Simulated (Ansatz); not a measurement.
ClFH3SbSi, SMILES `[F][Sb]([SiH3])[Cl]`. Total charge 0; spin multiplicity 1. Sb: def2 effective core potential. All single points use the PBE0-D4/def2-TZVP geometry.

```xyz
7

F    -0.936    1.189   -1.933
Sb   -0.787    1.529   -0.050
Si    0.860   -0.461    0.287
Cl   -2.609    0.210    0.628
H     0.310   -1.635   -0.434
H     0.962   -0.734    1.744
H     2.201   -0.097   -0.242
```

Question: What is the dipole moment at B3LYP/def2-TZVPP? (An estimate is asked.)

Answer: The calculation gave: 2.98 D, with components (2.15, 1.16, 1.71) D in this frame, pointing from negative to positive charge.

Question: And with PBE, r2SCAN, ωB97M-V? (An estimate is asked.)

Answer: Ansatz gave: PBE 2.73 D, r2SCAN 2.85 D, ωB97M-V 3.02 D.

Question: Give the Mulliken charges with B3LYP, PBE, r2SCAN in def2-TZVPP. (Best estimate.)

Answer: The calculation gave: 
| atom | B3LYP | PBE | r2SCAN |
| --- | --- | --- | --- |
| F1 | -0.46 | -0.41 | -0.45 |
| Sb2 | 0.81 | 0.75 | 0.79 |
| Si3 | 0.12 | 0.06 | 0.14 |
| Cl4 | -0.35 | -0.31 | -0.34 |
| H5 | -0.03 | -0.01 | -0.03 |
| H6 | -0.04 | -0.03 | -0.05 |
| H7 | -0.05 | -0.04 | -0.06 |

B3LYP here is the variant with VWN-RPA as its local correlation; programs differ in this.
